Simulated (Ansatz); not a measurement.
Born–Oppenheimer molecular dynamics of ClGe2H5O (9 atoms, charge 0, multiplicity 1). It starts from a relaxed structure.

Level of theory: RKS PBE-D4/def2-SVP (Ansatz).

| Item | Value |
| --- | --- |
| ensemble | NVT, Nosé–Hoover chain |
| time step | 0.5 fs |
| steps asked | 300 |
| set temperature | 200 K |
| thermostat | time constant 100 fs, chain length 5 |
| seed | 579757 |

First frame:

```xyz
9
Properties=species:S:1:pos:R:3
Ge -0.010 0.073 -0.011
O 0.046 -0.335 1.738
H -0.852 -0.375 2.120
Ge 2.294 0.001 -0.780
H 2.852 -1.416 -0.509
H 2.314 0.292 -2.301
H 3.145 1.062 -0.038
H -0.837 1.374 -0.242
Cl -1.121 -1.504 -1.069
```

Problem. How far do the bonds stretch over the last three quarters of this one trajectory? (Pairs bonded in most of those frames.)

Solution. 
| bond | mean (Å) | spread (Å) | shortest | longest |
| --- | --- | --- | --- | --- |
| Ge1–O2 | 1.797 | 0.035 | 1.74 | 1.85 |
| Ge1–Ge4 | 2.434 | 0.040 | 2.36 | 2.49 |
| Ge1–H8 | 1.560 | 0.008 | 1.55 | 1.57 |
| Ge1–Cl9 | 2.212 | 0.031 | 2.16 | 2.25 |
| O2–H3 | 0.978 | 0.017 | 0.95 | 1.01 |
| Ge4–H5 | 1.547 | 0.023 | 1.51 | 1.58 |
| Ge4–H6 | 1.549 | 0.009 | 1.53 | 1.56 |
| Ge4–H7 | 1.552 | 0.007 | 1.54 | 1.57 |

Mean temperature of the second half: 130 K. The conserved energy stayed within 0.078 meV per atom of its start (net change 0.068 meV per atom), so the integration is sound. The mean temperature of the second half is 35 % below the set value. A run of 0.15 ps of so small a system gives no equilibrium averages.

The run took 11 min on 2 threads of Arm Neoverse V1, on a shared host, peak memory 0.17 GiB.
